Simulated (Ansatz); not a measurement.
H5O2Si2 (`O[SiH]O[SiH3]`) radical. The species carries charge 0 and has multiplicity 2. Geometry: relaxed with PBE0-D4/def2-TZVP. It is one conformer, not always the lowest.

```xyz
9

O     2.483    0.647    0.636
Si    1.301   -0.493    0.633
O    -0.009    0.044   -0.186
Si   -1.625   -0.007   -0.441
H     2.286    1.504    1.017
H     1.904   -1.647   -0.095
H    -1.946   -1.067   -1.430
H    -2.337   -0.293    0.832
H    -2.057    1.311   -0.966
```

(1) What is the dipole moment at PBE/def2-TZVPP? (Estimate.)

(2) And with r2SCAN, B3LYP, ωB97M-V? (An estimate is asked.)

(3) Give the Mulliken charges with PBE, ωB97M-V, r2SCAN in def2-TZVPP. (Best estimate.)

## Answers

(1) The calculation gave: 1.27 D, with components (-0.72, 0.90, 0.54) D in this frame, pointing from negative to positive charge.

(2) The calculation gave: r2SCAN 1.33 D, B3LYP 1.35 D, ωB97M-V 1.37 D.

(3) Computed: 
```tsv
atom	PBE	ωB97M-V	r2SCAN
O1	-0.32	-0.34	-0.38
Si2	0.30	0.34	0.43
O3	-0.27	-0.34	-0.39
Si4	0.33	0.31	0.44
H5	0.19	0.18	0.20
H6	-0.06	-0.03	-0.08
H7	-0.06	-0.03	-0.08
H8	-0.06	-0.04	-0.08
H9	-0.06	-0.03	-0.08
```

B3LYP here is the variant with VWN-RPA as its local correlation; programs differ in this.
